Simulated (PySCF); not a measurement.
Gas-phase reaction: ZnCl2 + 2 HCl → ZnH2 + 2 Cl2

Energies from PySCF, thermal terms from the rigid-rotor harmonic-oscillator model, ideal gas at 1 bar. † marks an energy on the PBE0/def2-TZVP geometry and frequencies. MP2 freezes the core. All species are closed-shell singlets. Zn: all electrons, no relativistic terms. ZnH2: computed as isolated molecules; such fragments, hydroxides, amides, oligomers or adducts are transient or little studied in the gas. MP2 isn't extrapolated to the basis-set limit; its ΔH°(298 K) is 667.4 kJ in def2-SVP and 628.0 kJ in def2-TZVPP. The harmonic model lacks anharmonicity and excited electronic states, which grow with temperature; levels with a mode under 35 cm⁻¹ are left out. Soft modes under 120 cm⁻¹ make the harmonic entropy rough for ZnCl2.

ΔH° and ΔS° at 298 K: BLYP/def2-TZVP† 542 kJ, -4 J/K; HF/def2-TZVP† 657 kJ, -4 J/K; MP2/def2-TZVPP† 628 kJ, -4 J/K.

Task: With the heat capacities included, give log10 K (1 bar) at 1200, 1600, 1800, 2000, 2500 K from BLYP/def2-TZVP†, HF/def2-TZVP†, MP2/def2-TZVPP†.

Result: 
```
T (K)  BLYP/def2-TZVP†  HF/def2-TZVP†  MP2/def2-TZVPP†
-----  ---------------  -------------  ---------------
1200             -23.9          -28.9            -27.7
1600             -18.0          -21.8            -20.8
1800             -16.0          -19.4            -18.5
2000             -14.5          -17.5            -16.7
2500             -11.6          -14.0            -13.4
```
